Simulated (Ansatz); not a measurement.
Consider the ligand exchange at the Si–C bond: `F[SiH2]C[SiH2]F` + `[SiH3]N[SiH3]` → `F[SiH2]N([SiH3])[SiH3]` + `C[SiH2]F`.

Isolated molecules relaxed with PBE0-D4/def2-TZVP in Ansatz; ΔE leaves out vibrations. CBS: MP2 limit from def2 TZ/QZ plus the TZ coupled-cluster correction, frozen cores. This one scheme is used for every species. DFT in def2-TZVPP. One conformer a species, not always the lowest.

```csv
species,LC-ωPBE energy (Eh)
`F[SiH2]C[SiH2]F`,-820.34208
`[SiH3]N[SiH3]`,-637.81299
`F[SiH2]N([SiH3])[SiH3]`,-1027.75443
`C[SiH2]F`,-430.42510
```

(1) Work out ΔE.

Largest T1 diagnostic among the species: 0.012.

Answers

(1) ΔE = (-1027.75443) + (-430.42510) − (-820.34208) − (-637.81299) = -0.02446 Eh = -15.3 kcal/mol. CCSD(T)/CBS gives -17.2 kcal/mol.

The D4 term adds −1.7 kcal/mol with B3LYP and −0.9 kcal/mol with PBE0; it sums over pairs of atoms, weighted by their polarisabilities, and B3LYP, whose exchange is more repulsive, gets the larger term. From BLYP to BHLYP (50 % exact exchange), in def2-TZVPP and without D4, ΔE moves by −1.3 kcal/mol. Leaving LDA and LC-ωPBE aside and taking each functional with its dispersion term where it has one, the values, not all of them listed here, spread over 2.3 kcal/mol, from BHLYP-D4 to PBE-D4. LDA lies −1.1 kcal/mol from PBE without D4.

B3LYP here is the variant with VWN-RPA as its local correlation; programs differ in this.
